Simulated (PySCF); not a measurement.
Structure elucidation problem

An unknown has the formula C$_{7}$H$_{11}$NSi$_{2}$. Its calculated NMR data are:

1H NMR (500 MHz, computed): δ 7.45 (m, 1H), 7.20 (d, 1H), 6.82 (d, 1H), 4.97 (s, 6H), 3.62 (s, 2H).

13C{1H} NMR (computed): δ 141.6 (C), 137.2 (CH), 135.4 (C), 122.3 (CH), 115.1 (C), 109.8 (CH), 26.4 (CH2).

Calculated, not measured (PySCF 2.14): coordinates at the GFN2-xTB level, shielding tensors at PBE0/pcSseg-1 (GIAO). One computed conformer, relativity neglected, rapidly exchanging positions averaged, isolated molecule.

References, each an isolated molecule treated in the same way: 1H (σ = 31.72 ppm), 13C (σ = 186.93 ppm) vs TMS.

Propose a structure and justify it.

Results:


- Rings plus π bonds: 5 (2 rings in the answer).
- 7 carbon signals for 7 carbons: no two carbons are equivalent.
- Carbon types of the structure: 3 × C, 3 × CH, 1 × CH2, leaving 6 H on heteroatoms.
- δC 141.6: aromatic carbon bearing nitrogen; σ withdrawal by the attached heteroatom moves it downfield of the ring CH carbons.
- δC 137.2, 122.3, 109.8: aromatic CH.
- δC 135.4, 115.1: substituted aromatic carbon.
- δC 26.4: three-membered-ring carbon; carbons of three-membered rings are unusually shielded.
- δH 7.45, 7.20, 6.82: hydrogen on an aromatic CH.
- δH 4.97: hydrogen on a silicon bonded to N.
- δH 3.62: hydrogen on a three-membered-ring carbon.

Structure: `[SiH3]N([SiH3])C1=CC=CC2=C1C2`.

This is the structure that produced the data.

Shifts are as computed. Against solution values, carbons near 30 ppm lie about +3 ppm off and those near 130 ppm about +5 ppm. Of 1211 compounds with measured shifts, 218 miss one by over three times the rms of a fit or turn the order of signals round; such compounds aren't used in these exercises. No couplings were computed; multiplicities are counted from neighbouring protons, with m where these are inequivalent, close in shift, in a saturated or five-membered ring or joined by F or P, and br s for small geminal =CH2 splittings.
